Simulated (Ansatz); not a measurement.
Consider the cleavage of the Si–Al bond: `[NH2][AlH][SiH2]S` + CH₃OH → `CO[SiH2]S` + `[NH2][AlH2]`.

Gas-phase electronic energies from Ansatz, PBE0-D4/def2-TZVP geometries. CCSD(T)/CBS adds triple-zeta CCSD(T) − MP2 to the extrapolated MP2 energy (def2 sets, frozen cores). This one scheme is used for every species. DFT in def2-TZVPP. Each species was taken in one conformer, which may not be the lowest.

`[NH2][AlH][SiH2]S`:

Cartesian coordinates in Å:
```
N -1.551 -1.133 1.310
Al -1.003 0.091 0.163
Si 1.394 0.495 -0.131
S 1.801 0.403 -2.252
H -0.947 -1.687 1.896
H -2.513 -1.393 1.460
H -2.096 0.853 -0.699
H 1.898 1.779 0.441
H 2.256 -0.584 0.426
H 0.762 1.176 -2.612
```

CH₃OH:

Cartesian coordinates in Å:
```
C 0.002 -0.349 -0.073
O -0.319 0.827 0.635
H -0.469 -1.179 0.455
H 1.082 -0.535 -0.107
H -0.384 -0.336 -1.100
H 0.088 1.572 0.189
```

`CO[SiH2]S`:

```xyz
10

C     0.029    1.220   -1.151
O     0.144   -0.117   -0.717
Si    0.239   -0.526    0.867
S     0.094   -2.630    1.077
H    -0.190    1.212   -2.220
H    -0.783    1.745   -0.634
H     0.961    1.773   -0.991
H    -0.851    0.171    1.603
H     1.556   -0.169    1.454
H    -1.199   -2.679    0.713
```

`[NH2][AlH2]`:

Cartesian coordinates in Å:
```
N 0.782 -0.074 -0.512
Al -0.691 0.065 0.452
H 1.032 0.536 -1.274
H 1.494 -0.774 -0.379
H -1.700 1.233 0.098
H -0.917 -0.986 1.614
```

```
        level  ΔE (eV)
 CAM-B3LYP-D4    -1.03
      ωB97M-V    -1.01
      r2SCAN0    -0.92
HF/def2-TZVPP    -1.14
```

(1) What does CCSD(T)/CBS give? (Best estimate.)

Largest T1 diagnostic among the species: 0.013.

## Answers

(1) Computed: -0.93 eV. The listed levels differ from it by -0.10, -0.08, 0.01, -0.21 eV.

From BLYP to BHLYP (50 % exact exchange), in def2-TZVPP and without D4, ΔE moves by −0.15 eV. In def2-TZVPP, CCSD(T) changes the Hartree–Fock value by +0.20 eV (the triples alone add +0.02 eV) and MP2 by +0.11 eV. At CCSD(T), def2-SVP lies +0.05 eV from the extrapolated value and def2-TZVPP −0.01 eV.
